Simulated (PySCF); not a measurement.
## XPS shifts beside NMR shieldings

Compound: C7H11OP.
Atom-mapped SMILES: `[CH2:1]=[CH:2][C:3]1=[C:4]([O:5][CH3:6])[PH:7][CH2:8][CH2:9]1`

Binding energies: delta-SCF UKS SCAN, pcX-2 on the ionised atom, pcseg-1 elsewhere, spin-free X2C (PySCF). Shieldings: GIAO HF/pcSseg-1, non-relativistic, same geometry.

```csv
atom,C 1s (eV)
C1,289.20
C2,290.02
C3,289.72
C4,291.03
C6,292.33
C8,290.54
C9,290.63
```

Q: What are the absolute isotropic shieldings of these atoms?

A: 
| atom | environment | C 1s (eV) | isotropic shielding (ppm) |
| --- | --- | --- | --- |
| C1 | terminal =CH2 carbon | 289.20 | 73.9 |
| C3 | fully substituted alkene carbon | 289.72 | 61.4 |
| C2 | alkene CH carbon | 290.02 | 52.1 |
| C8 | sp3 carbon bound to phosphorus | 290.54 | 173.4 |
| C9 | allylic carbon | 290.63 | 161.9 |
| C4 | vinylic carbon bearing oxygen | 291.03 | 28.1 |
| C6 | methoxy carbon | 292.33 | 135.9 |

Q: Among the listed atoms, is the one with the highest binding energy also the least shielded?

A: No. The highest binding energy is at C6 (292.33 eV, shielding 135.9 ppm), the lowest shielding at C4 (28.1 ppm, 291.03 eV).

Over these 7 sites the two quantities correlate at r = 0.36. By binding energy: C1 < C3 < C2 < C8 < C9 < C4 < C6. By shielding: C4 < C2 < C3 < C1 < C6 < C9 < C8.

The unrestricted hole states depart most from a pure doublet (⟨S²⟩ = 0.75; over 0.85 named) for C 1s of C2 (0.90) and C 1s of C4 (0.90), which makes these values less certain. One conformer (not necessarily the lowest) at the PBE0-D3(BJ)/def2-SVP geometry, without solvent, vibrations or thermal averaging.
